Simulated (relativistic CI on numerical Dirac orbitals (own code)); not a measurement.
# Zn3+: L-alpha,beta X-ray emission

Computed with this model: Dirac-Coulomb-Breit CI, separate exchange-only KLI orbitals for each configuration, model QED, valence Slater integrals scaled by 0.7, multiplet model of X-ray emission after core ionisation; configurations [Ar] 3d9 → [He] 2s2 2p5 3s2 3p6 3d9 → [Ar] 3d8; 300 K; Lorentzian 0.42 eV and Gaussian 0.5 eV FWHM. Energies are those of the free ion, without screening or charge transfer. S is read from ⟨S²⟩ = S(S + 1).

Field parameters in Wybourne normalisation: Oh B⁴₀ = 21Dq, B⁴₄ = √(5/14) B⁴₀. The field is a parameter set, without covalency.

free ion: ground-state S = 0.50, centroid 1026.39 eV. Peaks (eV, height): 1013.0 (9), 1015.0 (27), 1016.8 (95), 1017.8 (68), 1019.7 (29), 1039.1 (100), 1041.6 (40).

Oh, 10Dq = 4100 cm⁻¹: ground-state S = 0.50, centroid 1025.72 eV. Peaks (eV, height): 1015.1 (23), 1016.7 (100), 1017.8 (62), 1019.6 (25), 1039.1 (73), 1041.7 (29).

Oh, 10Dq = 11400 cm⁻¹: ground-state S = 0.50, centroid 1025.32 eV. Peaks (eV, height): 1014.4 (18), 1016.5 (100), 1018.1 (63), 1020.5 (8), 1037.8 (18), 1039.2 (52), 1040.4 (29), 1041.6 (27), 1043.0 (12).

Oh, 10Dq = 18650 cm⁻¹: ground-state S = 0.50, centroid 1025.24 eV. Peaks (eV, height): 1013.1 (12), 1015.1 (41), 1016.3 (100), 1017.8 (43), 1018.8 (76), 1021.2 (8), 1036.9 (12), 1038.7 (46), 1039.9 (48), 1041.3 (31), 1042.3 (16), 1043.6 (13).

Oh, 10Dq = 25900 cm⁻¹: ground-state S = 0.50, centroid 1025.16 eV. Peaks (eV, height): 1012.1 (9), 1014.6 (56), 1016.0 (100), 1017.0 (38), 1017.8 (34), 1019.3 (78), 1021.7 (11), 1035.8 (7), 1038.3 (54), 1039.6 (45), 1040.9 (32), 1042.0 (15), 1042.9 (17), 1044.1 (15).

Oh, 10Dq = 33150 cm⁻¹: ground-state S = 0.50, centroid 1025.05 eV. Peaks (eV, height): 1014.2 (62), 1015.7 (100), 1018.1 (44), 1019.9 (78), 1022.2 (11), 1037.9 (56), 1039.3 (39), 1040.7 (32), 1042.5 (15), 1043.5 (17), 1044.7 (15).

Strongest unbroadened transitions for Oh, 10Dq = 25900 cm⁻¹:

| Energy (eV) | Relative strength |
| --- | --- |
| 1013.86 | 61.2 |
| 1015.66 | 85.5 |
| 1015.96 | 78.9 |
| 1016.03 | 53.7 |
| 1016.06 | 53.4 |
| 1016.18 | 49.2 |
| 1017.06 | 87.8 |
| 1017.80 | 79.8 |
| 1019.21 | 40.5 |
| 1019.32 | 100.0 |
| 1019.43 | 50.7 |
| 1019.51 | 83.0 |
| 1037.68 | 43.9 |
| 1038.15 | 80.3 |
| 1039.55 | 43.7 |
| 1039.63 | 52.7 |
| 1042.00 | 41.2 |
| 1044.16 | 53.6 |
